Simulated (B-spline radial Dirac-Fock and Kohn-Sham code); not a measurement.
## Dipole and non-dipole photoemission parameters of Te 2p1/2

System: the free tellurium atom, [Kr] 4d10 5s2 5p4; threshold 4612.0 eV (tabulated edge). These are calculated numbers from a radial B-spline solver; the model is Dirac-Hartree-Slater photoionisation with a Latter tail; cross sections with all multipoles, angular parameters from the dipole term and its interference with E2.

Input of the calculation (task.json; shells as n, l, electrons):

```json
{"items": [{
  "Z": 52,
  "q": 0,
  "cfg": [[1, 0, 2], [2, 0, 2], [2, 1, 6], [3, 0, 2], [3, 1, 6], [3, 2, 10], [4, 0, 2], [4, 1, 6], [4, 2, 10], [5, 0, 2], [5, 1, 4]],
  "A": 130,
  "rrms": 4.7423,
  "do": "xps",
  "hv": [60, 63.1, 63.3, 74.4, 100, 123.0, 126.0, 162.0, 190.0, 192.0, 299.0, 300, 313.0, 400, 974.0, 1000, 1460.0, 3290.0, 3310.0, 3570.0, 3930.0, 4000, 4360.0, 4650.0, 5414.7, 6510.0, 8300.0, 10700.0, 13100.0, 15000],
  "edges": {"K": 31814.0, "L1": 4939.0, "L2": 4612.0, "L3": 4341.0, "M1": 1006.0, "M2": 870.8, "M3": 820.8, "M4": 583.4, "M5": 573.0, "N1": 169.4, "N2": 103.3, "N3": 103.3}
}]}
```

Command: `python xray2_run.py task.json out`

For linearly polarised light dσ/dΩ = σ/(4π) [1 + β P₂(cos θ) + (δ + γ cos²θ) sin θ cos φ], with θ from the polarisation vector and φ the angle between the beam and the projection of the electron momentum on the plane normal to the polarisation.

```
hν (eV)  σ (kb)      β       γ      δ
   4650    51.9  0.709  -0.240  0.004
 5414.7    36.5  1.343  -0.162  0.015
   6510    22.3  1.429   0.255  0.035
   8300       ?      ?       ?      ?
  10700    5.47  1.372   1.183  0.080
  13100    3.01  1.310   1.506  0.105
  15000    2.00  1.262   1.711  0.125
```

**Question.** Give the values at 8300 eV.

**Answer.** σ = 11.4 kb, β = 1.426, γ = 0.737, δ = 0.055.
